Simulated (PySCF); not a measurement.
Isomers of C5H5O2P.

All values: PBE0/pcSseg-1 (PySCF) at GFN2-xTB geometries, gas phase, one conformer each.

(1) Rank by HOMO–LUMO gap, lowest first.
A. `[CH3:1][c:2]1[o:3][cH:4][p:5][c:6]1[CH:7]=[O:8]` with P5–C6–C7–O8 180°
B. `[CH:1]#[C:2][CH2:3][P@@:4](=[O:5])([OH:6])[C:7]#[CH:8]` with C2–C3–P4–O5 -173°, C3–P4–O6–H 51°
C. `[CH3:1][c:2]1[cH:3][p:4][c:5]([CH:6]=[O:7])[o:8]1` with P4–C5–C6–O7 0°
D. `[CH3:1][C:2](=[O:3])[c:4]1[cH:5][p:6][cH:7][o:8]1` with C1–C2–C4–C5 180°
E. `[CH:1]#[C:2][P@@:3]1(=[O:4])[CH:5]=[C:6]1[O:7][CH3:8]` with C5–C6–O7–C8 -175°
F. `[CH3:1][C:2](=[O:3])[c:4]1[cH:5][o:6][cH:7][p:8]1` with C1–C2–C4–C5 180°

(2) Rank by HOMO energy, highest first.
A. `[CH:1]#[C:2][P@@:3]1(=[O:4])[CH:5]=[C:6]1[O:7][CH3:8]` with C5–C6–O7–C8 -175°
B. `[CH3:1][c:2]1[cH:3][p:4][c:5]([CH:6]=[O:7])[o:8]1` with P4–C5–C6–O7 0°
C. `[CH:1]#[C:2][CH2:3][P@@:4](=[O:5])([OH:6])[C:7]#[CH:8]` with C2–C3–P4–O5 -173°, C3–P4–O6–H 51°
D. `[CH3:1][c:2]1[cH:3][o:4][c:5]([CH:6]=[O:7])[p:8]1` with O4–C5–C6–O7 180°

(3) Rank by the highest IAO charge on any atom, highest value first.
A. `[CH3:1][c:2]1[o:3][cH:4][p:5][c:6]1[CH:7]=[O:8]` with P5–C6–C7–O8 180°
B. `[CH3:1][C:2](=[O:3])[c:4]1[cH:5][p:6][cH:7][o:8]1` with C1–C2–C4–C5 180°
C. `[CH:1]#[C:2][P@@:3]1(=[O:4])[CH:5]=[C:6]1[O:7][CH3:8]` with C5–C6–O7–C8 -175°
D. `[CH3:1][C:2](=[O:3])[c:4]1[cH:5][o:6][cH:7][p:8]1` with C1–C2–C4–C5 180°
E. `[CH:1]#[C:2][CH2:3][P@@:4](=[O:5])([OH:6])[C:7]#[CH:8]` with C2–C3–P4–O5 -173°, C3–P4–O6–H 51°

Answers

(1) C (4.73 eV), D (5.43 eV), A (5.55 eV), F (5.76 eV), E (6.63 eV), B (7.58 eV).

(2) B (-7.14 eV), D (-7.32 eV), A (-7.60 eV), C (-8.11 eV).

(3) E (+1.756 e), C (+1.487 e), D (+0.389 e), B (+0.372 e), A (+0.313 e).

All values together:

| SMILES | μ (D) | HOMO (eV) | LUMO (eV) | lowest IAO charge (e) | highest IAO charge (e) | lowest Hirshfeld charge (e) | highest Hirshfeld charge (e) |
| --- | --- | --- | --- | --- | --- | --- | --- |
| C#C[P@@]1(=O)C=C1OC | 4.04 | -7.60 | -0.97 | -0.864 (O) | +1.487 (P) | -0.378 (O) | +0.392 (P) |
| Cc1cpc(C=O)o1 | 5.14 | -7.14 | -2.41 | -0.446 (C) | +0.391 (P) | -0.237 (O) | +0.114 (P) |
| C#CC[P@@](=O)(O)C#C | 5.05 | -8.11 | -0.53 | -0.872 (O) | +1.756 (P) | -0.376 (O) | +0.491 (P) |
| Cc1coc(C=O)p1 | 4.60 | -7.32 | -2.49 | -0.422 (C) | +0.361 (P) | -0.234 (O) | +0.108 (P) |
| CC(=O)c1cocp1 | 2.24 | -7.38 | -1.62 | -0.480 (C) | +0.389 (C) | -0.242 (O) | +0.153 (C) |
| CC(=O)c1cpco1 | 2.78 | -7.36 | -1.93 | -0.480 (C) | +0.372 (C) | -0.233 (O) | +0.152 (C) |
| Cc1ocpc1C=O | 2.40 | -7.19 | -1.64 | -0.439 (C) | +0.313 (P) | -0.227 (O) | +0.108 (C) |

Conformers: `[CH:1]#[C:2][P@@:3]1(=[O:4])[CH:5]=[C:6]1[O:7][CH3:8]` with C5–C6–O7–C8 -175°; `[CH3:1][c:2]1[cH:3][p:4][c:5]([CH:6]=[O:7])[o:8]1` with P4–C5–C6–O7 0°; `[CH:1]#[C:2][CH2:3][P@@:4](=[O:5])([OH:6])[C:7]#[CH:8]` with C2–C3–P4–O5 -173°, C3–P4–O6–H 51°; `[CH3:1][c:2]1[cH:3][o:4][c:5]([CH:6]=[O:7])[p:8]1` with O4–C5–C6–O7 180°; `[CH3:1][C:2](=[O:3])[c:4]1[cH:5][o:6][cH:7][p:8]1` with C1–C2–C4–C5 180°; `[CH3:1][C:2](=[O:3])[c:4]1[cH:5][p:6][cH:7][o:8]1` with C1–C2–C4–C5 180°; `[CH3:1][c:2]1[o:3][cH:4][p:5][c:6]1[CH:7]=[O:8]` with P5–C6–C7–O8 180°.
